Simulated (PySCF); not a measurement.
**Trend along the second period: MI cations**

CCSD(T) with double-zeta basis sets in PySCF, for the lowest determinant that a PBE0 search found; no spin–orbit coupling. De refers to high-spin ground-configuration atoms (the charge goes to the atom of lower measured ionisation energy or higher electron affinity, which is not always the lowest computed limit).

| M | basis | reference, frozen orbitals | charged atom | state (unpaired electrons) | Re (Å) | ωe (cm⁻¹) | De (eV) |
| --- | --- | --- | --- | --- | --- | --- | --- |
| Li | x2c-SVPall | UHF, 18 | Li+ | doublet (π ↑) | 2.782 | 271 | 0.70 |
| Be | x2c-SVPall | RHF, 18 | Be+ | singlet (closed shell) | 2.125 | 704 | 3.09 |
| B | x2c-SVPall | UHF, 19 | B+ | doublet (σ ↑) | 1.972 | 801 | 2.66 |
| C | aug-cc-pVDZ/aug-cc-pVDZ-PP | RHF, 5 | I+ | singlet (closed shell) | 1.945 | 790 | 4.63 |
| O | def2-SVP | ROHF, 5 | I+ | triplet (π ↑↑) | 1.893 | 616 | 2.41 |

The shortest bond is that of IO⁺ (1.893 Å), the longest that of LiI⁺ (2.782 Å). CI⁺ is bound most strongly (4.63 eV) and LiI⁺ least (0.70 eV).

The rows differ in basis set, which adds steps of its own.

The state changes along the series, so neighbouring rows are not always alike in their bonding.

Correlated steps freeze the inner cores (5 to 19 orbitals); shallow outer-core shells are correlated. UHF and ROHF references stand side by side, which adds small steps between rows. Correlated levels converge slowly with the basis: in double zeta they bind strong bonds too weakly, by up to about 1 eV, and carry superposition errors of some tenths. Spin–orbit coupling is left out, which matters for elements this heavy, above all for dissociation energies. For an ion De counts to the pair picked by the measured ionisation energies or electron affinities, which need not be the lowest pair at this level. Where the molecule has an RHF reference, its open-shell atoms are computed with UHF. The CCSD T1 diagnostic is raised in CI⁺, IO⁺, a sign that a single reference may not be enough there. States were picked by a PBE0 search and need not be the measured ground states.
